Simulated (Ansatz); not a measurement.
Coupled-cluster diagnostics for the cluster Ru2F6, Ansatz.

Geometry of the singlet (PBE0-D4/def2-SVP):

```csv
atom,x (Å),y (Å),z (Å)
Ru1,-0.477,0.625,0.947
Ru2,0.478,-0.624,-0.947
F3,1.023,1.530,1.409
F4,-1.017,-1.549,-1.388
F5,-1.763,1.498,0.015
F6,0.937,0.809,-1.955
F7,1.780,-1.482,-0.025
F8,-0.960,-0.807,1.945
```

In the def2 sets Ru takes a core potential; there is no spin–orbit coupling. Correlated methods freeze 6 core orbitals; core or outer-core shells of Ru are correlated, in sets that lack core-valence functions. The structure comes from a short search, and lower isomers may exist.

(1) Estimate the CCSD(T) correlation energy, the shares of MP2 and (T), T1 and the reference's ⟨S²⟩ for: charge 0, singlet, own geometry in def2-SVP; and the rough time on 4 threads of AMD EPYC 9R45 on a shared host.

Results:

(1) 
| state | basis | correlation (eV) | MP2 share (%) | (T) share (%) | T1 | ⟨S²⟩ (pure) | wall time | remarks |
| --- | --- | --- | --- | --- | --- | --- | --- | --- |
| charge 0, singlet, own geometry | def2-SVP | -53.853 | 98.1 | 3.8 | 0.029 | 0.00 (0.00) | 49 s | restricted SCF unstable |
Customary marks for T1 are 0.02 (closed shells), 0.045 (open shells) and about 0.05 (3d metals). T1 exceeds 0.02 in 1 of 1 rows and 0.045 in 0; the higher it lies, the less the single-reference result can be trusted.
